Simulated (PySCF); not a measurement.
sulfur tetrafluoride (F₄S), SMILES FS(F)(F)F. Atoms are numbered in the order given.

```xyz
5

F      1.2335     0.0000     0.6222
S      0.0000     0.0000    -0.3903
F      0.0000    -1.6679    -0.2753
F      0.0000     1.6679    -0.2753
F     -1.2335     0.0000     0.6222
```
Charge 0, spin multiplicity 1.

The structure is a stationary point at TPSSh-D3(BJ)/def2-SVP.

Two levels are set side by side: PBE/pcSseg-2 (PySCF) and PBE0/pcSseg-2 (PySCF). GIAO shifts against CFCl3 (¹⁹F), H2S (³³S) at the same level; non-relativistic, no solvent, atoms listed together averaged. Differences are taken from unrounded values.

```tsv
quantity	PBE0
δ(³³S) of S2 (ppm)	737.4
```

Question: What does PBE give, and how far is it from PBE0? (The exact figures need the calculation; the answer reports its results.)

Answer: 
```tsv
quantity	PBE	PBE minus PBE0
δ(³³S) of S2 (ppm)	776.6	39.2
```

Rough cost on one machine, each run with all the roots and properties that it gave: PBE0 against PBE within a factor of 2.
